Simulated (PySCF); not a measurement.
CH2I, charge +1, multiplicity 1. Atoms are numbered in the order given.

```xyz
4

C      0.0000     0.0000    -1.6774
I      0.0000     0.0000     0.2736
H      0.0000    -0.9520    -2.2180
H      0.0000     0.9520    -2.2180
```
Charge +1, spin multiplicity 1.

Geometry optimised at PBE-D3(BJ)/def2-TZVP. The spin state was assumed, not searched. The isomer is the one that the SMILES or the coordinates give; other isomers of the formula were not compared. The def2 effective core potentials stand for the cores of I; spin–orbit coupling is left out.

Level of theory: PBE/def2-TZVPD (PySCF).

Mulliken values depend strongly on the basis, most of all with diffuse functions as here. ESP charges are fitted to the potential on shells at 1.4 to 2.0 van der Waals radii. Atomic charges (e):

```
atom  Mulliken  ESP fit
----  --------  -------
C1       -0.30        …
I2        0.67        …
H3        0.32        …
H4        0.32        …
```

Q: Some entries are withheld; supply them. (Estimate from the structure and the level; the computed values follow.)

A: 
- C1, ESP fit: -0.24
- I2, ESP fit: 0.68
- H3, ESP fit: 0.28
- H4, ESP fit: 0.28
